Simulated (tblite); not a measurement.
Compound: C8H11N.
Numbering: `[N:1]#[C:2][C@:3]12[CH2:4][CH2:5][CH2:6][C@H:7]([CH2:8]1)[CH2:9]2` (hydrogens: H10, H11 on C4; H12, H13 on C5; H14, H15 on C6; H16 on C7; H17, H18 on C8; H19, H20 on C9)

Computed with GFN2-xTB (tblite), gas phase: L-BFGS steps from a force-field or distance-geometry start until the largest atomic force falls under 0.01 eV/Å.

Step 0: E = -697.0680 eV
```
atom  x, y, z in Å  |  force x, y, z in eV/Å
N1      3.6255    0.5792    0.1506   -3.222  -0.554  -0.198
C2      2.4697    0.3878    0.0966    3.066   0.644   0.267
C3      1.0595    0.1313    0.0530    0.354  -0.639  -0.275
C4      0.2087    1.3654    0.4473   -0.068  -0.584   0.544
C5     -1.2481    1.1771    0.0151   -0.118   0.223  -0.646
C6     -1.7112   -0.2824    0.0469    0.504  -0.034   0.130
C7     -0.5369   -1.2112   -0.2867    1.043  -0.748   0.263
C8      0.5786   -1.1431    0.8086   -0.929   0.389   0.081
C9      0.5429   -0.6062   -1.2344   -1.097   0.950   0.233
H10     0.2447    1.4942    1.5482    0.167  -0.161  -0.448
H11     0.6002    2.2746    0.0012    0.167   0.049  -0.095
H12    -1.9206    1.8124    0.5975    0.141  -0.101   0.108
H13    -1.3355    1.5345   -1.0184    0.016  -0.049   0.044
H14    -2.5181   -0.4259   -0.6703   -0.023  -0.018  -0.040
H15    -2.1088   -0.5164    1.0430    0.176  -0.152  -0.165
H16    -0.8689   -2.2269   -0.5196   -0.127   0.124  -0.073
H17     1.2718   -1.9915    0.7814   -0.105   0.353  -0.220
H18     0.2344   -1.0229    1.8375    0.047   0.177  -0.027
H19     0.1712    0.0229   -2.0508    0.125  -0.025   0.149
H20     1.2357   -1.3424   -1.6497   -0.117   0.155   0.368
```

Step 1: E = -696.8625 eV
```
atom  x, y, z in Å  |  force x, y, z in eV/Å
N1      3.5795    0.5713    0.1478    9.940   1.638   0.405
C2      2.5135    0.3970    0.1005  -11.032  -1.791  -0.400
C3      1.0646    0.1222    0.0491    0.761  -0.101  -0.012
C4      0.2077    1.3571    0.4550    0.184  -0.263  -0.157
C5     -1.2498    1.1803    0.0059    0.056  -0.030  -0.114
C6     -1.7040   -0.2828    0.0488    0.331  -0.151  -0.122
C7     -0.5220   -1.2219   -0.2829    0.209  -0.182   0.170
C8      0.5653   -1.1376    0.8097   -0.108   0.069   0.023
C9      0.5272   -0.5926   -1.2311   -0.198   0.197   0.215
H10     0.2471    1.4919    1.5418    0.133  -0.158  -0.107
H11     0.6026    2.2753   -0.0002    0.065  -0.226   0.062
H12    -1.9186    1.8110    0.5991    0.132  -0.102   0.052
H13    -1.3353    1.5338   -1.0178    0.012   0.045  -0.210
H14    -2.5184   -0.4261   -0.6709    0.147  -0.037   0.071
H15    -2.1063   -0.5185    1.0407    0.186  -0.126  -0.111
H16    -0.8707   -2.2251   -0.5207   -0.096  -0.038  -0.093
H17     1.2703   -1.9865    0.7783   -0.224   0.444  -0.147
H18     0.2350   -1.0203    1.8371   -0.060   0.201   0.106
H19     0.1729    0.0225   -2.0487   -0.079   0.194  -0.062
H20     1.2341   -1.3402   -1.6444   -0.357   0.418   0.432
```

Step 2: E = -697.1948 eV
```
atom  x, y, z in Å  |  force x, y, z in eV/Å
N1      3.6110    0.5764    0.1489   -0.696  -0.098  -0.057
C2      2.4767    0.3915    0.0997    0.559   0.097   0.079
C3      1.0691    0.1195    0.0481   -0.158  -0.081   0.043
C4      0.2083    1.3539    0.4563    0.137  -0.119  -0.293
C5     -1.2499    1.1809    0.0031    0.120  -0.104   0.006
C6     -1.7008   -0.2836    0.0487    0.247  -0.168  -0.162
C7     -0.5175   -1.2253   -0.2812   -0.038  -0.025   0.116
C8      0.5616   -1.1359    0.8101    0.041  -0.077   0.050
C9      0.5225   -0.5884   -1.2294   -0.041  -0.046   0.135
H10     0.2483    1.4906    1.5397    0.128  -0.162  -0.028
H11     0.6035    2.2745   -0.0003    0.051  -0.286   0.092
H12    -1.9176    1.8102    0.5997    0.135  -0.105   0.036
H13    -1.3352    1.5338   -1.0185    0.010   0.065  -0.258
H14    -2.5178   -0.4264   -0.6708    0.192  -0.046   0.092
H15    -2.1049   -0.5196    1.0396    0.191  -0.116  -0.101
H16    -0.8715   -2.2249   -0.5213   -0.074  -0.073  -0.093
H17     1.2690   -1.9833    0.7769   -0.223   0.431  -0.119
H18     0.2350   -1.0188    1.8375   -0.078   0.215   0.124
H19     0.1730    0.0233   -2.0484   -0.120   0.245  -0.085
H20     1.2321   -1.3379   -1.6413   -0.383   0.453   0.421
```

Problem. Estimate the geometry and energy of step 3. (The exact step hangs on the optimiser's Hessian estimate; all steps are aligned on step 2, rigid shifts and turns removed.)

Solution. E = -697.2163 eV, largest force 0.486 eV/Å
```
atom  x, y, z in Å  |  force x, y, z in eV/Å
N1      3.6081    0.5762    0.1483   -0.316  -0.034  -0.037
C2      2.4768    0.3917    0.1005    0.147   0.016   0.051
C3      1.0677    0.1180    0.0485   -0.071  -0.052   0.037
C4      0.2103    1.3518    0.4524    0.071  -0.144  -0.087
C5     -1.2483    1.1796    0.0028    0.106  -0.071  -0.124
C6     -1.6969   -0.2860    0.0464    0.163  -0.096  -0.052
C7     -0.5173   -1.2261   -0.2794   -0.031  -0.089   0.044
C8      0.5616   -1.1367    0.8108   -0.090   0.085   0.111
C9      0.5213   -0.5884   -1.2273   -0.183   0.148   0.065
H10     0.2502    1.4882    1.5391    0.120  -0.167  -0.103
H11     0.6043    2.2705    0.0010    0.095  -0.193   0.027
H12    -1.9155    1.8086    0.6003    0.139  -0.115   0.029
H13    -1.3350    1.5347   -1.0222    0.013   0.027  -0.141
H14    -2.5151   -0.4270   -0.6695    0.163  -0.059   0.046
H15    -2.1021   -0.5214    1.0381    0.194  -0.109  -0.109
H16    -0.8727   -2.2258   -0.5227   -0.054  -0.048  -0.074
H17     1.2657   -1.9769    0.7750   -0.093   0.261  -0.102
H18     0.2339   -1.0157    1.8392   -0.058   0.191   0.077
H19     0.1714    0.0268   -2.0496   -0.084   0.162   0.026
H20     1.2266   -1.3313   -1.6350   -0.233   0.287   0.316
```

The energy changes by -0.0214 eV. The first-order estimate −F·Δx gives -0.0258 eV and the mean of the old and new forces, exact on a quadratic surface, -0.0213 eV. The step makes an angle of 29° with the force vector and moves no atom by more than 0.011 Å.

What follows is the cost of the whole relaxation. Time: 0.2 s of wall time. Hardware: an Arm Neoverse V2 with one thread, no GPU, shared host with 96 logical CPUs at a one-minute load of 42.
